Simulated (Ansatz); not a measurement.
`[CH3][In]([SH])[SiH2]O`, charge 0, multiplicity 1.

Give a relaxed structure at PBE0-D4/def2-TZVP (Ansatz). (Estimate.)

Computed: 
Cartesian coordinates in Å:
```
C 0.357 1.268 2.079
In -0.138 0.231 0.265
S -2.474 0.421 -0.344
Si 1.014 -1.243 -1.506
O 0.043 -1.431 -2.830
H 0.132 2.329 1.955
H -0.256 0.878 2.893
H 1.410 1.152 2.335
H -2.832 1.129 0.740
H 1.366 -2.560 -0.897
H 2.275 -0.641 -2.011
H -0.898 -1.533 -2.681
```
This is one stationary point; other conformers may exist.
